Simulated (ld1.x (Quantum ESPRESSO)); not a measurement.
# LDA (PZ) TM semilocal dataset for Ca (Z = 20), scalar-relativistic all-electron reference.

| Item | Value |
| --- | --- |
| Element | calcium |
| Generator | ld1.x (Quantum ESPRESSO) 7.5 |
| Type | norm-conserving Troullier–Martins (semilocal form) |
| Functional | LDA (PZ) |
| Relativity | scalar-relativistic |
| Frozen core | [Ne] |
| Valence charge | 10 |
| Reference configuration | 3s2 3p6 3d0 4s1.75 4p0.25 |
| Partial waves | 3p (bound): rc 1.30 bohr; 3d (bound, empty): rc 2.55 bohr; 4f channel at -0.05 Ry: rc 2.70 bohr; 3s (bound): rc 1.95 bohr |
| Local potential | the s channel |
| Core correction | Bessel-smoothed model core inside 0.60 bohr |

Occupied shells without a wave of their own: 4p, 4s. They enter only through the test configuration that unscreens the potential, and ld1.x also counts them in the model core charge.

All-electron outer shells of the reference configuration (LDA (PZ), scalar-relativistic, ld1.x):

```json
{"shell": "2s", "level (eV)": "-413.48", "outermost node (bohr)": "0.10", "outermost maximum (bohr)": "0.30"}
{"shell": "2p", "level (eV)": "-334.95", "outermost node (bohr)": "–", "outermost maximum (bohr)": "0.25"}
{"shell": "3s", "level (eV)": "-47.18", "outermost node (bohr)": "0.45", "outermost maximum (bohr)": "0.99"}
{"shell": "3p", "level (eV)": "-28.33", "outermost node (bohr)": "0.42", "outermost maximum (bohr)": "1.04"}
{"shell": "4s", "level (eV)": "-4.05", "outermost node (bohr)": "1.43", "outermost maximum (bohr)": "3.29"}
{"shell": "3d", "level (eV)": "-2.42", "outermost node (bohr)": "–", "outermost maximum (bohr)": "1.27"}
{"shell": "4p", "level (eV)": "-1.59", "outermost node (bohr)": "1.62", "outermost maximum (bohr)": "4.34"}
```

What the tests gave:

```json
{"Cutoffs needed": "55 Ry and 70 Ry (the cutoffs (Ry, on a coarse ladder) from which the occupation-weighted sum of valence levels, in a spherical-Bessel basis at the reference potential, stays within 10 and 1 mRy of its value at 400 Ry)", "Ghost test": "no extra level below or beside the all-electron valence levels (p, d, f, s tested); the semilocal form is local in each channel, so this says nothing of the separable form that plane-wave codes build from it (spherical-Bessel basis up to 400 Ry, 20 bohr box)", "Largest excitation error": "-2740 meV (all-electron minus pseudo) for 3s2 3p6 3d0 4s0 4p0, out of 7 test configurations"}
```

The potential misses its own reference levels by up to 0.6 eV. ld1.x takes every shell without a wave as core, so the model core holds the 4p, 4s electrons as well and exchange and correlation see them twice. This cancels in the reference configuration, but the file is broken for other ones, and its errors say nothing about a proper core correction.

Generation and tests took about 2.1 s on one core of a shared server CPU.
